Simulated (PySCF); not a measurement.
BrCdHO, SMILES [OH][Cd][Br].

Geometry optimised at B3LYP-D3(BJ)/def2-TZVP. The def2 effective core potentials stand for the cores of Cd; spin–orbit coupling is left out. The values are those of a single conformer.

The numbers are results of B3LYP-D3(BJ)/def2-TZVP (PySCF 2.14.0), not measurements.

Frequencies are harmonic and unscaled.

```csv
mode,ν (cm⁻¹),IR (km/mol),Raman (Å⁴/amu),depolarisation,moving atoms (share of kinetic energy)
1,102,11.2,0.2,0.67,"O 54 %, Cd 30 %, Br 9 %"
2,107,0.1,0.3,0.75,"O 42 %, Cd 28 %, H 22 %, Br 8 %"
3,249,8.3,11.9,0.22,"Br 62 %, Cd 30 %"
4,580,73.7,23.1,0.24,"O 82 %, Cd 16 %"
5,805,50.9,2.7,0.31,H 93 %
6,3817,57.4,161.7,0.23,H 94 %
```
